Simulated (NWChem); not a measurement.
## Atomisation of C3H3N2

```
N
H 1 1.0127
C 1 1.3571 2 126.10
N 3 1.3185 1 110.98 2 180.00
C 4 1.3252 3 105.29 1 0.00
C 5 1.3709 4 113.04 3 0.00
H 6 1.0857 5 133.85 4 180.00
H 3 1.0900 4 126.25 5 180.00
```
Charge 0, spin multiplicity 2.

The numbers come from NWChem runs, not from measurements. The geometry was optimised at UPBE0/def2-SVP, a minimum by its harmonic frequencies.

Basis set: def2-TZVP. The atomisation energy is electronic alone: no zero-point, thermal, spin-orbit or counterpoise terms. No value is extrapolated to the basis-set limit. Free atoms are single determinants with multiplicities C 3, N 4, H 2.

B3LYP has NWChem's definition, with VWN1-RPA local correlation. The structure started from a generated list of species. The unpaired electrons of the parent sit in orbitals of symmetry a' (Cs labels of the run); other states weren't searched. The stability of the SCF solutions was not checked.

Question: One of these methods gave an atomisation energy of 827.2 kcal/mol. Which?
(A) B3LYP
(B) PBE0
(C) M06-2X
(D) LC-wPBE (omega 0.3 per bohr)

Answer: A, B3LYP. The others give 843.3 (PBE0), 854.7 (LC-wPBE (omega 0.3 per bohr)), 830.1 (M06-2X).
